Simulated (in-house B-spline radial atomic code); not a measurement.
Configurations of the neon ion Ne²⁺, with energies counted from [He] 2s2 (2p1/2)2 (2p3/2)2. All numbers are computed (Dirac-Hartree-Fock, average of each configuration as written; Fermi nucleus of rms radius 3.0055 fm) with an all-electron radial atomic-structure program (B-spline basis), not measured. Energies include first-order Breit, QED and recoil terms.

Occupations are held fixed; configurations that lie above the ionisation limit could autoionise.

| configuration | E - E(ref) (eV) | highest orbital | its <r> (bohr) |
| --- | --- | --- | --- |
| [He] 2s2 (2p3/2)3 (3p1/2)1 | 47.241 | 3p1/2 | 2.96 |
| [He] 2s2 (2p3/2)3 (3d5/2)1 | 52.083 | 3d5/2 | 3.273 |
| [He] 2s2 (2p1/2)1 (2p3/2)2 (5d3/2)1 | 60.016 | 5d3/2 | 11.14 |
| [He] 2s2 (2p1/2)2 (2p3/2)1 (6d3/2)1 | 62.453 | 6d3/2 | 16.49 |
| [He] 2s1 (2p1/2)1 (2p3/2)3 (3d5/2)1 | 76.684 | 3d5/2 | 3.279 |
| [He] 2s1 (2p1/2)1 (2p3/2)3 (6g9/2)1 | 87.39 | 6g9/2 | 14.67 |
| [He] 2s1 (2p3/2)4 (6f7/2)1 | 89.04 | 6f7/2 | 15.98 |

Question: Order these further configurations by energy, lowest first.
A. [He] 2s1 (2p3/2)4 (6p1/2)1
B. [He] 2s1 (2p1/2)2 (2p3/2)3
C. [He] 2s2 (2p1/2)2 (2p3/2)1 (5g9/2)1
D. [He] 2s2 (2p3/2)4
E. [He] 2s2 (2p1/2)2 (2p3/2)1 6s1

Answer: D (1.1714 eV), B (27.789 eV), C (61.049 eV), E (61.549 eV), A (88.501 eV).

Question: How far above the reference does [He] 2s2 (2p3/2)3 5s1 lie?

Answer: 59.499 eV; its least bound orbital is 5s1/2 with <r> = 9.162 bohr.

Question: How far above the reference does [He] 2s2 (2p3/2)3 (6g9/2)1 lie?

Answer: 62.802 eV; its least bound orbital is 6g9/2 with <r> = 14.67 bohr.
